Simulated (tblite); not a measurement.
Compound: C3H12OS2Si2.
Numbering: `[CH3:1][SiH2:2][CH2:3][S:4][Si@H:5]([OH:6])[S:7][CH3:8]` (hydrogens: H9, H10, H11 on C1; H12, H13 on Si2; H14, H15 on C3; H16 on Si5; H17 on O6; H18, H19, H20 on C8)

Computed with GFN2-xTB (tblite), gas phase: L-BFGS steps from a force-field or distance-geometry start until the largest atomic force falls under 0.01 eV/Å.

The end geometry, which sets the zero of energy:
```
atom  x, y, z in Å
C1      3.5928   -0.5023    0.0317
Si2     2.1560    0.1622   -1.0097
C3      0.8054   -1.1821   -1.1089
S4      0.1546   -1.6453    0.5384
Si5    -1.2281   -0.0797    0.9434
O6     -2.3209   -0.5891    2.0245
S7     -2.1886    0.5168   -0.8849
C8     -3.4822    1.5611   -0.1562
H9      4.0571   -1.3639   -0.4406
H10     4.3617    0.2518    0.1685
H11     3.2520   -0.8138    1.0155
H12     2.5663    0.4474   -2.3891
H13     1.5733    1.3587   -0.3898
H14    -0.0432   -0.8731   -1.7140
H15     1.1920   -2.1112   -1.5222
H16    -0.6553    1.0850    1.5927
H17    -2.6012   -1.5004    2.0785
H18    -3.0262    2.4362    0.2954
H19    -4.0315    0.9956    0.5891
H20    -4.1393    1.8566   -0.9671
```

Question: These geometries come from the run, each turned onto the end geometry. Order them by energy, lowest first.
A.
```
atom  x, y, z in Å
C1      3.6863   -0.7092    0.1110
Si2     2.3500    0.1676   -0.8964
C3      0.8917   -1.0268   -1.2333
S4      0.0672   -1.5591    0.3280
Si5    -1.2836    0.0214    0.8187
O6     -2.0492   -0.4608    2.1598
S7     -2.7475    0.1995   -0.7596
C8     -3.8396    1.5081   -0.1063
H9      4.0515   -1.6009   -0.3898
H10     4.5219   -0.0305    0.2398
H11     3.3255   -0.9991    1.0926
H12     2.8768    0.5514   -2.2036
H13     1.8403    1.3260   -0.1749
H14     0.1386   -0.5858   -1.8863
H15     1.2379   -1.9566   -1.6912
H16    -0.6245    1.2822    1.0618
H17    -2.2901   -1.3846    2.2292
H18    -3.2666    2.4204    0.0163
H19    -4.2810    1.1986    0.8351
H20    -4.6108    1.6486   -0.8556
```
B.
```
atom  x, y, z in Å
C1      3.6200   -0.6937    0.0851
Si2     2.2976    0.1955   -0.9403
C3      0.8374   -1.0122   -1.1767
S4      0.1394   -1.5388    0.4306
Si5    -1.2508    0.0221    0.8219
O6     -2.2033   -0.4359    2.0495
S7     -2.4175    0.4192   -0.9328
C8     -3.6921    1.4474   -0.1466
H9      4.0001   -1.5677   -0.4365
H10     4.4634   -0.0498    0.3141
H11     3.1983   -1.0380    1.0251
H12     2.7668    0.5573   -2.2837
H13     1.8011    1.3875   -0.2371
H14     0.0238   -0.5919   -1.7616
H15     1.1509   -1.9325   -1.6642
H16    -0.6435    1.2663    1.2606
H17    -2.2795   -1.3525    2.3048
H18    -3.2772    2.4243    0.0821
H19    -4.0352    0.9601    0.7591
H20    -4.5050    1.5438   -0.8585
```
C.
```
atom  x, y, z in Å
C1      3.6641   -0.7028    0.1022
Si2     2.3356    0.1844   -0.9190
C3      0.8713   -1.0066   -1.2131
S4      0.0983   -1.5626    0.3538
Si5    -1.3127   -0.0235    0.7714
O6     -2.1607   -0.4208    2.0937
S7     -2.6162    0.2759   -0.9088
C8     -3.7441    1.4636   -0.1218
H9      4.0250   -1.5957   -0.4027
H10     4.5143   -0.0499    0.2783
H11     3.2721   -1.0114    1.0681
H12     2.8332    0.5741   -2.2479
H13     1.8295    1.3616   -0.1964
H14     0.0969   -0.5668   -1.8373
H15     1.2074   -1.9252   -1.6897
H16    -0.7212    1.2564    1.1217
H17    -2.2944   -1.3190    2.3859
H18    -3.2249    2.4010    0.0520
H19    -4.1118    1.0603    0.8158
H20    -4.5668    1.6174   -0.8111
```
D.
```
atom  x, y, z in Å
C1      3.6305   -0.6143    0.0513
Si2     2.2541    0.1642   -0.9942
C3      0.8288   -1.0954   -1.1386
S4      0.1527   -1.5494    0.5011
Si5    -1.2312    0.0177    0.8958
O6     -2.2817   -0.4887    2.0204
S7     -2.2734    0.5479   -0.9071
C8     -3.6206    1.4896   -0.1354
H9      4.0765   -1.4653   -0.4572
H10     4.4258    0.0957    0.2572
H11     3.2447   -0.9696    1.0038
H12     2.7042    0.4605   -2.3587
H13     1.7168    1.3723   -0.3567
H14     0.0029   -0.7257   -1.7408
H15     1.1639   -2.0364   -1.5695
H16    -0.6513    1.2059    1.4962
H17    -2.5048   -1.4120    2.1228
H18    -3.2341    2.4399    0.2187
H19    -4.0386    0.9196    0.6876
H20    -4.3705    1.6540   -0.9015
```
E.
```
atom  x, y, z in Å
C1      3.6792   -0.7033    0.0974
Si2     2.3186    0.1049   -0.8952
C3      0.8994   -1.0388   -1.2092
S4      0.0740   -1.5410    0.3189
Si5    -1.2854    0.0216    0.8278
O6     -2.0797   -0.4627    2.1844
S7     -2.7419    0.1857   -0.7261
C8     -3.8242    1.4959   -0.1168
H9      4.0467   -1.6036   -0.4002
H10     4.5125   -0.0201    0.2341
H11     3.3176   -0.9919    1.0920
H12     2.8819    0.5486   -2.1829
H13     1.8469    1.3254   -0.1739
H14     0.1721   -0.5771   -1.8968
H15     1.2524   -1.9331   -1.7040
H16    -0.5932    1.3105    1.0434
H17    -2.2886   -1.4043    2.2049
H18    -3.2791    2.4202    0.0123
H19    -4.2960    1.2093    0.8330
H20    -4.6184    1.6645   -0.8479
```

Answer: D (0.004 eV), B (0.013 eV), C (0.029 eV), A (0.103 eV), E (0.241 eV).

In the order of the answer:

```json
{"step": "114", "E above end (eV)": "0.004", "largest force (eV/Å)": "0.02", "rms force component (eV/Å)": "0.008", "rms distance from end (Å)": "0.151", "rms bond change (Å)": "0.000", "bond most changed (Å)": "C1–Si2 +0.001"}
{"step": "52", "E above end (eV)": "0.013", "largest force (eV/Å)": "0.06", "rms force component (eV/Å)": "0.019", "rms distance from end (Å)": "0.275", "rms bond change (Å)": "0.002", "bond most changed (Å)": "Si5–S7 -0.005"}
{"step": "25", "E above end (eV)": "0.029", "largest force (eV/Å)": "0.09", "rms force component (eV/Å)": "0.026", "rms distance from end (Å)": "0.326", "rms bond change (Å)": "0.002", "bond most changed (Å)": "Si2–H12 +0.004"}
{"step": "4", "E above end (eV)": "0.103", "largest force (eV/Å)": "0.42", "rms force component (eV/Å)": "0.104", "rms distance from end (Å)": "0.362", "rms bond change (Å)": "0.007", "bond most changed (Å)": "C3–S4 +0.013"}
{"step": "0", "E above end (eV)": "0.241", "largest force (eV/Å)": "1.76", "rms force component (eV/Å)": "0.378", "rms distance from end (Å)": "0.366", "rms bond change (Å)": "0.020", "bond most changed (Å)": "Si2–C3 -0.059"}
```

The cost below is that of the whole relaxation. Time: 1.6 s wall. Hardware: Arm Neoverse V1, one thread, no GPU, on a shared host.
